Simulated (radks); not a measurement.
Numerical settings for the magnesium ion Mg2+, [Ne]. Method: Dirac Kohn-Sham, PBE, spin-unpolarised, spherical densities, finite nucleus; Fermi nuclear charge, rms radius 3.057 fm; computed with a radial shooting solver on a logarithmic mesh with Libxc functionals. The defaults (mesh step 0.008 in ln r, mesh end at 40 bohr or more with all orbitals vanishing there, Anderson mixing 0.5 over 9 steps, residual threshold near 1e-9 with the energy settled to 1e-9 hartree or 1e-11 of itself, here a cap of 99 iterations) give E = -199.4352 hartree and 2p3/2 at -66.603 eV in 15 iterations. Run on one thread of a shared host, so times are rough (Arm Neoverse N1): 0.06 s of CPU time, 0.06 s wall, 15 iterations on 2189 mesh points. Changes against that run (0 stands for a change within the tolerance of the run):

| setting | iterations | converged | E (mhartree) | e(2p3/2) (meV) | CPU (s) |
|---|---|---|---|---|---|
| mesh step in ln r 0.03 | 15 | yes | 0 | 0 | 0.03 |
| mesh step in ln r 0.005 | 15 | yes | 0 | 0 | 0.09 |
| mesh step in ln r 0.003 | 15 | yes | 0 | 0 | 0.15 |
| mesh end (bohr) 20 | 15 | yes | 0 | 0 | 0.06 |
| mesh end (bohr) 8 | 15 | yes | 0 | 0 | 0.06 |
| residual threshold 0.01 | 9 | yes | 0 | +0.0474 | 0.05 |
| residual threshold 0.001 | 9 | yes | 0 | +0.0474 | 0.05 |
| mixing 0.05 | 18 | yes | 0 | 0 | 0.08 |
| linear mixing, mixing 0.05 | 99 | no | +0.00166 | -179 | 0.32 |
| linear mixing, mixing 0.5 | 31 | yes | 0 | 0 | 0.1 |
| mixing history 2 | 20 | yes | 0 | 0 | 0.07 |
| iteration cap 5 | 5 | no | +0.127 | +326 | 0.02 |

No run marked as converged misses the energy by more than 1 mhartree. A mesh that ends early acts as a hard wall.
